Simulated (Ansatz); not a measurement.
C$_{3}$H$_{7}$ClSn (`C[CH](C)[Sn][Cl]`), one more setting.

```yaml
crystal:
  periodic: [false, false, false]
  atoms:
    - {symbol: C, position_ang: [-0.725892, 0.037860, 1.039294]}
    - {symbol: C, position_ang: [0.111013, -0.760612, -0.092684]}
    - {symbol: C, position_ang: [1.378978, -0.047661, -0.385815]}
    - {symbol: Sn, position_ang: [-1.306050, -0.338511, -1.711780]}
    - {symbol: Cl, position_ang: [-0.933071, 1.982055, -2.171362]}
    - {symbol: H, position_ang: [-1.732759, 0.088897, 1.216075]}
    - {symbol: H, position_ang: [-0.709479, 1.564786, 0.943507]}
    - {symbol: H, position_ang: [-0.199975, -0.145052, 1.952228]}
    - {symbol: H, position_ang: [-0.294762, -1.647841, 0.389039]}
    - {symbol: H, position_ang: [1.802978, -0.494754, 0.304483]}
    - {symbol: H, position_ang: [2.078102, -0.888421, -0.910276]}
    - {symbol: H, position_ang: [1.150731, 0.652463, -0.739823]}
basis:
  gaussian: {orbitals: def2-TZVPPP}
hamiltonian: {xc: {name: PBE0-DH}}
output: {forces: true}
```

```sh
$ ansatz run in.yaml --threads 8 --pin off --events-out ev --progress --plain --max-ram 18278MiB
```

Output, abridged:

```
Error: <dir> can't be read: No such file or directory (os error 2)
```
